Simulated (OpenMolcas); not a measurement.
## Ni2+: CASPT2 settings compared

| Quantity | Value |
| --- | --- |
| Program | OpenMolcas |
| Basis | ANO-L-VDZP [5s4p2d1f] |
| Scalar Hamiltonian | non-relativistic, point nucleus |
| Active space | 8 electrons in 5 orbitals (3d) |
| State averaging | 2S+1 = 3 even, 10 roots; 2S+1 = 1 even, 15 roots kept (CI in the orbitals of an earlier block) |
| Spin-orbit coupling | state interaction with AMFI integrals over the reference wave functions, term energies averaged over their components |

Methods on the same reference wave functions:
A. CASSCF
B. SS-CASPT2, IPEA 0.4 Eh, real shift 0.2 Eh (closed shells correlated: 3s 3p)
C. SS-CASPT2, IPEA 0.4 Eh, imaginary shift 0.4 Eh (closed shells correlated: 3s 3p)
D. SS-CASPT2, IPEA 0.5 Eh, imaginary shift 0.5 Eh (closed shells correlated: 3s 3p)

Energies in cm-1 above 3d8 3F4, the measured ground level; measured values from Corliss and Sugar, J. Phys. Chem. Ref. Data 10, 197 (1981).

```
  Level      A      B      C      D  Measured
3d8 3F4    0.0    0.0    0.0    0.0       0.0
3d8 3F3   1434   1435   1435   1435      1361
3d8 3F2   2414   2400   2400   2400      2270
3d8 1D2  17093  14300  14300  14330     14032
3d8 3P2  20759  18490  18480  18570     16662
3d8 3P1  21154  18930  18920  19010     16978
3d8 3P0  21437  19200  19190  19280     17231
3d8 1G4  26546  25040  25040  25010     23109
3d8 1S0  63922  55200  55190  55260     52532
```

Deviations, from unrounded energies. A percentage is the sum of absolute deviations over the sum of measured energies, with the sign that they share, or ± where signs differ.

```json
{"Against measurement": "mean absolute deviation (cm-1)", "Levels": "8", "A": "3800", "B": "1400", "C": "1300", "D": "1400"}
{"Against measurement": "fine structure of the ground term (%)", "Levels": "2", "A": "+6.0", "B": "+5.5", "C": "+5.5", "D": "+5.5"}
{"Against measurement": "other terms of the ground configuration (%)", "Levels": "6", "A": "+21.6", "B": "+7.6", "C": "+7.5", "D": "+7.8"}
```

B, C, D lie about equally close to measurement and A furthest from it. The largest miss of C in the table is 3d8 1S0, by +2700 cm-1. The ranking rests on the paired levels alone, and a cruder setting can come out closer through cancelling errors.

Among B to D the level of the table that moves most is 3d8 3P1, by 89 cm-1 (lowest in C, highest in D). Moves below CASPT2's spread within the term are not significant.

The mean deviations of B to D differ by less than CASPT2's widest spread within a term (750 cm-1), so their order carries little weight.

From A to B the spin-free energies of the other terms of 3d8 shown, above 3F, scale by factors of 0.82 to 0.94, as is usual when dynamic correlation screens the repulsion within a d or f shell.

The lowest spin-free term lies below A's lowest term by 0.341 hartree in B, 0.341 hartree in C, 0.339 hartree in D.

Term energies are means over components that CASPT2 splits; among the terms shown or strongly mixed into the levels shown the widest spread is 750 cm-1 (3d8 3F, C). Some levels mix across a computed gap that differs much from the measured one, so their mixing is not that of the real levels. Terms from blocks run as CI alone lack orbitals of their own. Without dynamic correlation excited terms often stand tens of per cent too high (terms of higher spin than the ground term too low), and those without a measured partner can miss by more than the paired ones (holds for A). Measured partners are found by configuration, term and J. A level has none where our copy of the source lacks it or the pairing is in doubt (some pairs that miss far off the trend of their configuration count as doubtful), and it then counts in no deviation. Only configurations of the active space appear.
